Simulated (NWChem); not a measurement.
System: LaBr₂F; SMILES [F][La]([Br])[Br]

No frequency run checked for a minimum. def2 effective core potentials on La; no spin-orbit coupling.

Give the equilibrium geometry at PBE0/def2-SVP with def2 effective core potentials on La (NWChem) as an XYZ file, with the point group.

point group Cs; any orientation.
```
4

La     0.4963    -0.0316     0.0000
F      2.6118    -0.0077     0.0000
Br    -0.8406     0.0217    -2.4377
Br    -0.8406     0.0217     2.4377
```
